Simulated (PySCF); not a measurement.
How methods differ on the excitation energy of Fe

Fe [Ar] 3d6 4s2 (5D) → Fe [Ar] 3d8 (3F), as a difference of total energies. All numbers are calculated (PySCF 2.14, no relativity, point nucleus, in def2-TZVPPD). Correlated levels: valence: [Ar] frozen. The calculations carry no spin-orbit coupling.

```json
{"method": "UHF", "excitation energy (eV)": "7.449", "difference from reference (eV)": "+3.375"}
{"method": "MP2 (valence)", "excitation energy (eV)": "3.217", "difference from reference (eV)": "-0.857"}
{"method": "SCS-MP2 (valence)", "excitation energy (eV)": "3.305", "difference from reference (eV)": "-0.769"}
{"method": "CCSD (valence)", "excitation energy (eV)": "4.765", "difference from reference (eV)": "+0.691"}
{"method": "CCSD(T) (valence)", "excitation energy (eV)": "4.407", "difference from reference (eV)": "+0.333"}
```

Reference: 4.074 eV (measured; NIST levels, between the centres of gravity of the two terms).

These non-relativistic numbers lack the scalar-relativistic shift.

Errors of the correlated levels include the incompleteness of this basis and the frozen core.

The coupled-cluster amplitudes are large for the upper state (T1 above 0.03 or a double amplitude above 0.15), so a single reference is strained.
